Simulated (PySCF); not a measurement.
PySCF 2.14 output of an unrestricted PBEsol calculation on a single atom or ion in aug-cc-pVDZ-PP with ECP28MDF, with a scalar-relativistic core potential:

```
SCF conv_tol = 1e-09
number electrons alpha = 10  beta = 4
    J. P. Perdew, A. Ruzsinszky, G. I. Csonka, O. A. Vydrov, G. E. Scuseria, L. A. Constantin, X. Zhou, and K. Burke.,  Phys. Rev. Lett. 100, 136406 (2008)
    J. P. Perdew, A. Ruzsinszky, G. I. Csonka, O. A. Vydrov, G. E. Scuseria, L. A. Constantin, X. Zhou, and K. Burke.,  Phys. Rev. Lett. 100, 136406 (2008)
cycle= 1 E= -67.6426095458217  delta_E= 0.00342  |g|= 0.11  |ddm|= 0.616
cycle= 2 E= -67.6348871267897  delta_E= 0.00772  |g|= 0.185  |ddm|= 0.816
cycle= 3 E= -67.6531709575538  delta_E= -0.0183  |g|= 0.0328  |ddm|= 0.396
cycle= 4 E= -67.6537536007134  delta_E= -0.000583  |g|= 0.0125  |ddm|= 0.0797
cycle= 5 E= -67.6538422142886  delta_E= -8.86e-05  |g|= 0.00365  |ddm|= 0.0528
cycle= 6 E= -67.6538552163326  delta_E= -1.3e-05  |g|= 0.000842  |ddm|= 0.0243
cycle= 7 E= -67.6538557349492  delta_E= -5.19e-07  |g|= 2.53e-05  |ddm|= 0.00278
cycle= 8 E= -67.6538557355469  delta_E= -5.98e-10  |g|= 1.18e-06  |ddm|= 0.000174
converged SCF energy = -67.6538557355469  <S^2> = 12.000277  2S+1 = 7.0000792
```

The run itself started from symmetry-adapted Hartree-Fock orbitals and held the occupation by maximum overlap, on a logarithmic radial grid, so the iterations belong to that start.

Which element, charge and spin multiplicity is this?

Mo (molybdenum, neutral), multiplicity 7; the state was [Kr] 4d5 5p1, high-spin 7P determinant (an excited configuration).

Energies and moments cover only the electrons outside the core potential.
